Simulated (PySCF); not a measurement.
Te(SeH)(SiH3) (H4SeSiTe), SMILES [SiH3][Te][SeH]. Atoms are numbered in the order given.

```xyz
7

Te     0.2247    -0.4731     0.7912
Se     0.5238     1.4365    -0.9045
H     -0.4730     2.3472    -0.2744
Si    -1.6422    -1.5253    -0.5513
H     -1.1598    -1.8790    -1.9290
H     -2.8082    -0.5820    -0.6491
H     -2.0603    -2.7734     0.1820
```
Charge 0, spin multiplicity 1.

The structure is a stationary point at PBE-D3(BJ)/def2-SVP. The structure was generated by enumeration, and PubChem lists no compound with its InChIKey, so it may never have been made. The def2 effective core potentials stand for the cores of Te; spin–orbit coupling is left out. One conformer was computed; it need not be the lowest.

Calculation: PBE/def2-TZVPD (PySCF).

Mulliken values depend strongly on the basis, most of all with diffuse functions as here. ESP charges are fitted to the potential on shells at 1.4 to 2.0 van der Waals radii. Atomic charges (e):

| atom | ESP fit | Mulliken |
|---|---|---|
| Te1 | -0.01 | 0.07 |
| Se2 | (withheld) | -0.29 |
| H3 | 0.10 | 0.18 |
| Si4 | (withheld) | 0.06 |
| H5 | (withheld) | 0.00 |
| H6 | (withheld) | 0.00 |
| H7 | (withheld) | -0.03 |

**Question.** Fill in the missing entries. (Estimate from the structure and the level; the computed values follow.)

**Answer.** 
- Se2, ESP fit: -0.11
- Si4, ESP fit: -0.04
- H5, ESP fit: 0.02
- H6, ESP fit: 0.00
- H7, ESP fit: 0.04
